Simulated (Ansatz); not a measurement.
The cluster Zn₇Se₆I₂, 15 atoms. Hardware: 2 threads of AMD EPYC 7R13 on a shared host and a share (18 GiB) of an NVIDIA H100 80GB HBM3.

In the def2 sets I takes a core potential; there is no spin–orbit coupling. Correlated methods freeze 125 core orbitals; core or outer-core shells of Se, I are correlated, in sets that lack core-valence functions. Single mean-field runs in def2-SVP, def2-TZVP are fitted with def2-universal-jkfit.

**Question.** How many basis functions does each of these Ansatz runs have, and roughly what does it cost? r2SCAN-D4/def2-SVP, charge 0 singlet, relaxation, 41 steps; RPA@PBE/def2-SVP, charge 0 singlet, energy, from earlier orbitals; MP2/def2-SVP, charge 0 singlet, energy, from earlier orbitals; r2SCAN-D4/def2-SVP, charge 0 singlet, energy, from earlier orbitals; PBE-D4/def2-TZVP, charge 0 singlet, energy, from earlier orbitals; HF/STO-3G, charge 0 singlet, energy; PBE0-D4/def2-TZVP, charge 0 singlet, energy, from earlier orbitals; PBE0-D4/def2-SVP, charge 0 singlet, energy, from earlier orbitals; HF/def2-SVP, charge 0 singlet, energy, from earlier orbitals; PBE-D4/def2-SVP, charge 0 singlet, energy and forces, from earlier orbitals.

**Answer.** Other jobs shared the machine, so times can vary by a factor of up to 3.

```
                                                                        run  functions  fitting or Cholesky vectors  wall time  peak host memory (GiB)
               HF/def2-SVP, charge 0 singlet, energy, from earlier orbitals        461                         3880       21 s                    0.97
              MP2/def2-SVP, charge 0 singlet, energy, from earlier orbitals        461                         4589       23 s                     1.2
        r2SCAN-D4/def2-SVP, charge 0 singlet, energy, from earlier orbitals        461                         3880       23 s                       1
          PBE-D4/def2-TZVP, charge 0 singlet, energy, from earlier orbitals        724                         3880       24 s                     1.2
         PBE0-D4/def2-TZVP, charge 0 singlet, energy, from earlier orbitals        724                         3880       25 s                     1.2
          RPA@PBE/def2-SVP, charge 0 singlet, energy, from earlier orbitals        461                         4589       25 s                     2.7
                                        HF/STO-3G, charge 0 singlet, energy        288                         2787       25 s                    0.92
PBE-D4/def2-SVP, charge 0 singlet, energy and forces, from earlier orbitals        461                         3880       25 s                     1.1
          PBE0-D4/def2-SVP, charge 0 singlet, energy, from earlier orbitals        461                         3880       30 s                       1
                 r2SCAN-D4/def2-SVP, charge 0 singlet, relaxation, 41 steps        461                         3880    6.4 min                     1.1
```
